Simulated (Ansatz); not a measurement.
A single point on C$_{4}$H$_{8}$O$_{3}$ (`COCOC(C)=O`).

```yaml
crystal:
  periodic: [false, false, false]
  atoms:
    - {symbol: C, position_ang: [-0.889747, 1.637287, -1.525945]}
    - {symbol: O, position_ang: [-1.387741, 0.378145, -1.132499]}
    - {symbol: C, position_ang: [-0.438720, -0.616283, -1.116114]}
    - {symbol: O, position_ang: [0.518761, -0.421951, -0.075247]}
    - {symbol: C, position_ang: [0.229150, -0.974996, 1.124643]}
    - {symbol: C, position_ang: [1.261837, -0.596770, 2.139726]}
    - {symbol: O, position_ang: [-0.723822, -1.671454, 1.327674]}
    - {symbol: H, position_ang: [-0.416655, 1.581065, -2.514920]}
    - {symbol: H, position_ang: [-1.740950, 2.314879, -1.575870]}
    - {symbol: H, position_ang: [-0.161875, 2.025958, -0.807074]}
    - {symbol: H, position_ang: [-0.957897, -1.559992, -0.959669]}
    - {symbol: H, position_ang: [0.157676, -0.624072, -2.035610]}
    - {symbol: H, position_ang: [2.262155, -0.808126, 1.758824]}
    - {symbol: H, position_ang: [1.205300, 0.477627, 2.328772]}
    - {symbol: H, position_ang: [1.082527, -1.141317, 3.063308]}
basis:
  gaussian: {orbitals: def2-QZVPP}
correlation: {method: mp2}
```

```sh
$ ansatz run in.yaml --threads 2 --pin off --events-out ev --progress --plain --max-ram 22528MiB --backend cuda --devices 0, --max-vram 18GiB
```

Output, abridged:

```
Functional definition: HF
3887 factors; integrals over basis functions are off by at most 8.0e-4 eV
mean field evaluation 1: about -10359.1627 eV, gradient 5.0e1 eV
mean field evaluation 2: about -10359.3731 eV, gradient 5.0e1 eV
mean field evaluation 4: about -10364.6321 eV, gradient 6.3e0 eV
mean field evaluation 8: about -10364.7476 eV, gradient 5.9e-1 eV
mean field evaluation 16: about -10364.7497 eV, gradient 1.1e-6 eV
mean field -10364.74970985 eV, -380.8975263572 hartree, gradient 1.1e-6 eV, S^2 0.000000; 0 other end points of the search recorded, 0 dependent functions left out
7 core orbitals not correlated: weight in the atoms' cores, before any rotation towards them, 1.000 or more for the frozen orbitals, at most 0.000 for the correlated occupied ones
reference -10364.74970985 eV, -380.8975263572 hartree; 21, 21 occupied and 611, 611 virtual orbitals, 3887 factors
second order -39.96156038 eV of doubles, -0.00000000 eV of singles
Total energy: -10404.71127023 eV, -382.3660866143 hartree
```

It took 5.5 s on 2 threads of an AMD EPYC 7R13 on a shared host and a share of an NVIDIA H100 80 GB, with 1.3 GiB of host memory at the peak.
